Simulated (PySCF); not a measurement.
**Manganese: a sound run and one with changed settings**

Sound run: Mn [Ar] 3d5 4s2, Mn⁺ [Ar] 3d5 4s1. All numbers are calculated (PySCF 2.14, the non-relativistic Hamiltonian (point nucleus), in cc-pVDZ). The sound run starts from symmetry-adapted Hartree-Fock orbitals and uses a fine grid where one is needed.

A second run was set up differently.

```
species  method  sound run (hartree)  changed run (hartree)  converged
     Mn     UHF          -1149.86769            -1149.86769        yes
     Mn     PBE          -1150.74082            -1154.50926        yes
     Mn    PBE0          -1150.78129            -1152.97853        yes
    Mn⁺     UHF          -1149.64787            -1149.64787        yes
    Mn⁺     PBE          -1150.47760            -1154.10165        yes
    Mn⁺    PBE0          -1150.52302            -1152.63931        yes
```

Ionisation energy of Mn:

```csv
method,sound run (eV),changed run (eV)
UHF,5.982,5.982
```

Question: What was changed?
A. minimal basis
B. too few SCF iterations
C. angular grid far too coarse
D. a valence shell is frozen

Answer: C. It used 6 angular points. A coarse angular grid integrates products of high-l functions wrongly, so density functionals can shift, and the SCF can exploit the error; Hartree-Fock and MP2 need no grid.
